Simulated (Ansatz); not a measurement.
Coupled-cluster run, `[OH][Al]([OH])[SiH3]`.

```yaml
crystal:
  periodic: [false, false, false]
  atoms:
    - {symbol: O, position_ang: [-0.376462, 1.492710, -1.454114]}
    - {symbol: Al, position_ang: [0.393354, 0.442612, -0.370277]}
    - {symbol: O, position_ang: [2.071393, 0.387905, -0.144289]}
    - {symbol: Si, position_ang: [-0.972566, -1.094655, 0.928638]}
    - {symbol: H, position_ang: [0.045550, 2.131539, -2.025203]}
    - {symbol: H, position_ang: [2.727298, 0.919818, -0.590380]}
    - {symbol: H, position_ang: [-0.835152, -2.483609, 0.405714]}
    - {symbol: H, position_ang: [-2.414475, -0.730073, 0.876183]}
    - {symbol: H, position_ang: [-0.550339, -1.112546, 2.356729]}
basis:
  gaussian: {orbitals: def2-TZVPP}
correlation: {method: ccsd_t}
output: {orbitals: {seedname: orbitals}}
```

```sh
$ ansatz run in.yaml --threads 2 --pin off --events-out ev --progress --plain --max-ram 4352MiB
```

Output of Ansatz, abridged:

```
Functional definition: HF
1286 factors; integrals over basis functions are off by at most 1.0e-3 eV
mean field evaluation 1: about -18598.3881 eV, gradient 5.5e1 eV
mean field evaluation 2: about -18598.5233 eV, gradient 5.5e1 eV
mean field evaluation 4: about -18604.2095 eV, gradient 3.2e0 eV
mean field evaluation 8: about -18604.2927 eV, gradient 1.6e-1 eV
mean field evaluation 16: about -18604.2929 eV, gradient 1.2e-6 eV
mean field -18604.29286842 eV, -683.6951524718 hartree, gradient 1.2e-6 eV, S^2 0.000000; 0 other end points of the search recorded, 0 dependent functions left out
12 core orbitals not correlated: weight in the atoms' cores, before any rotation towards them, 1.000 or more for the frozen orbitals, at most 0.000 for the correlated occupied ones
reference -18604.29286842 eV, -683.6951524718 hartree; 12, 12 occupied and 192, 192 virtual orbitals, 1286 factors
second order -18.73784780 eV of doubles, -0.00000000 eV of singles
cycle   1  -19.04832505 eV  change   -3.1e-1 eV  update   1.0e-1
cycle   2  -19.52695638 eV  change   -4.8e-1 eV  update   3.1e-2
cycle   3  -19.64548423 eV  change   -1.2e-1 eV  update   1.7e-2
cycle   4  -19.63051988 eV  change    1.5e-2 eV  update   3.9e-3
cycle   5  -19.62959796 eV  change    9.2e-4 eV  update   1.8e-3
cycle   6  -19.63018065 eV  change   -5.8e-4 eV  update   4.7e-4
cycle   7  -19.62979865 eV  change    3.8e-4 eV  update   1.6e-4
cycle   8  -19.62974364 eV  change    5.5e-5 eV  update   4.3e-5
cycle   9  -19.62975798 eV  change   -1.4e-5 eV  update   1.6e-5
perturbative correction -0.66718531 eV, -0.0245186078 hartree
Total energy: -18624.58981170 eV, -684.4410513797 hartree
```

It took 96 s on 2 threads of an Arm Neoverse V1 on a shared host, with 3 GiB of host memory at the peak.

The correlation energy is -20.297 eV, 3.3 % of it from (T); the T1 diagnostic reads 0.0133.
